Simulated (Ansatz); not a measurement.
Relaxation of AlH$_{9}$N$_{2}$O (13 atoms, charge 0, multiplicity 1), to a largest force component of 0.03 eV/Å in at most 50 steps.

Theory: RKS PBE0-D4/def2-SVP in Ansatz.

```xyz
13
Properties=species:S:1:pos:R:3:forces:R:3
Al -1.528 -0.887 -1.184 1.47 -0.12 0.45
N 0.214 -1.501 -0.892 -1.36 0.54 -0.19
H -1.834 -0.170 -2.561 0.00 0.00 0.00
H -2.589 -1.285 -0.073 0.00 0.00 0.00
H -0.118 1.460 0.701 0.09 -0.04 0.01
O -0.993 1.774 0.426 -0.04 -0.37 -0.21
H 1.406 -0.026 0.440 -0.07 -0.07 -0.07
N 1.978 0.545 1.063 -0.08 0.08 0.01
H 0.941 -1.475 -1.600 0.00 0.00 0.00
H 0.447 -2.192 -0.186 0.00 0.00 0.00
H -1.534 1.665 1.216 -0.02 -0.01 0.01
H 2.079 1.480 0.675 0.00 0.00 0.00
H 1.533 0.611 1.975 0.00 0.00 0.00
```

**Question.** Where does it end, and by what steps?

**Answer.** The forces met the threshold. After 23 steps the energy has fallen by 2.034 eV; H7 moved furthest, 0.81 Å. Parted: H5–O6 (0.97 → 1.86 Å), H7–N8 (1.02 → 1.77 Å). Joined: Al1–O6 (3.16 → 1.77 Å), N2–H7 (2.32 → 1.06 Å), H5–N8 (2.32 → 1.03 Å).

```tsv
step	energy less start (eV)	largest force component (eV/Å)	accepted
0	0.0000	1.470	yes
1	-0.1665	1.007	yes
2	-0.3765	1.234	yes
3	-0.6827	0.706	yes
4	-0.6824	1.611	no
5	-0.7985	0.374	yes
6	-0.8522	0.453	yes
7	-0.8757	0.570	yes
8	-0.9408	0.872	yes
9	-1.1082	1.480	yes
10	-1.2130	1.531	yes
11	-1.2898	3.231	yes
12	-1.4418	0.996	yes
13	-1.4773	0.378	yes
14	-1.5024	0.285	yes
15	-1.5262	0.647	yes
16	-1.6932	0.971	yes
17	-1.6197	2.973	no
18	-1.8335	0.642	yes
19	-1.9355	0.504	yes
20	-2.0211	0.361	yes
21	-2.0167	0.262	no
22	-2.0333	0.062	yes
23	-2.0338	0.018	yes
```

```xyz
13
Properties=species:S:1:pos:R:3
Al -1.483 -0.339 -0.725
N 0.356 -1.160 -0.613
H -1.656 -0.021 -2.292
H -2.436 -1.453 -0.065
H 0.594 1.176 0.942
O -1.148 1.067 0.303
H 0.973 -0.532 -0.018
N 1.550 0.787 1.009
H 0.794 -1.261 -1.529
H 0.340 -2.086 -0.184
H -1.850 1.687 0.512
H 2.201 1.490 0.665
H 1.763 0.646 1.996
```

Time of the run: 38 s on 2 threads of Intel(R) Xeon(R) 6975P-C (Granite Rapids), on a shared host, peak memory 0.23 GiB.
